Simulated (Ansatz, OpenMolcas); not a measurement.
# From OpenMolcas to Ansatz

This OpenMolcas 26.06 job computes C2H4ClSi (SMILES C=C[SiH]Cl):

struct.xyz:
```
8

C      0.647000     1.027000    -0.659700
C      0.628500    -0.066700     0.105400
Si    -0.903600    -0.642600     0.947100
Cl    -1.031600    -2.697900     0.941300
H     -0.256900     1.588200    -0.880600
H      1.563900     1.404900    -1.102500
H      1.561300    -0.591000     0.301600
H     -2.116300    -0.079100     0.291500
```

mol.inp:
```
&gateway
 baslib = $CurrDir
 coord = struct.xyz
 basis = STO-3G
 group = NoSym

&seward

&scf
 uhf
 spin = 2
 thresholds = 1e-10 1e-07 1e-07 1e-05
 prorbitals = 0

&alaska
```

```bash
$ export MOLCAS_MEM=1860
$ pymolcas mol.inp > mol.log
```

(Basis files named in the input come from the Basis Set Exchange and aren't shown.)

Geometry: relaxed at PBE0-D4/def2-TZVP.

The reference is spin-contaminated (⟨S²⟩ = 1.05). The shape isn't stationary at this level (largest force 2.0 eV/Å).

It gives a total energy of -817.301662 Eh.

Question: Translate the job to Ansatz 0.2.0 as an input file of the program's own.

Answer: One way, which was run:

in.yaml:
```yaml
basis:
  gaussian: {orbitals: STO-3G}
crystal:
  periodic: [false, false, false]
  atoms:
    - {symbol: C, position_ang: [0.647000, 1.027000, -0.659700]}
    - {symbol: C, position_ang: [0.628500, -0.066700, 0.105400]}
    - {symbol: Si, position_ang: [-0.903600, -0.642600, 0.947100]}
    - {symbol: Cl, position_ang: [-1.031600, -2.697900, 0.941300]}
    - {symbol: H, position_ang: [-0.256900, 1.588200, -0.880600]}
    - {symbol: H, position_ang: [1.563900, 1.404900, -1.102500]}
    - {symbol: H, position_ang: [1.561300, -0.591000, 0.301600]}
    - {symbol: H, position_ang: [-2.116300, -0.079100, 0.291500]}
magnetization: {spin_polarized: true, initial_magnetization: 1}
hamiltonian: {xc: hf}
accuracy: high
output: {forces: true, orbitals: {seedname: orbitals}}
```

```bash
$ ansatz run in.yaml --threads 1 --pin off --max-ram 2610MiB --events-out events.jsonl --progress --plain --runs-dir runs
```

Its energy is -817.301662 Eh, the same as the first but for the last digit, at most.
